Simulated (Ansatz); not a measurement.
Coupled-cluster diagnostics for (MgSe)2 ring (Mg₂Se₂), Ansatz.

Geometry of the singlet (PBE0-D4/def2-SVP):

```xyz
4

Mg   -1.3574    0.0357    0.0194
Se   -0.0592   -1.9922   -0.4793
Mg    1.3574   -0.0352   -0.0212
Se    0.0592    1.9917    0.4811
```

Correlated methods freeze 20 core orbitals; core or outer-core shells of Mg, Se are correlated, in sets that lack core-valence functions.

Estimate the CCSD(T) correlation energy, the shares of MP2 and (T), T1 and the reference's ⟨S²⟩ for: charge 0, singlet, own geometry in def2-TZVPP; and the rough time on 4 threads of Arm Neoverse V2 on a shared host.


```tsv
state	basis	correlation (eV)	MP2 share (%)	(T) share (%)	T1	⟨S²⟩ (pure)	wall time
charge 0, singlet, own geometry	def2-TZVPP	-26.062	95.3	3.1	0.010	0.00 (0.00)	44 s
```
Customary marks for T1 are 0.02 (closed shells), 0.045 (open shells) and about 0.05 (3d metals). T1 stays under 0.02 throughout.
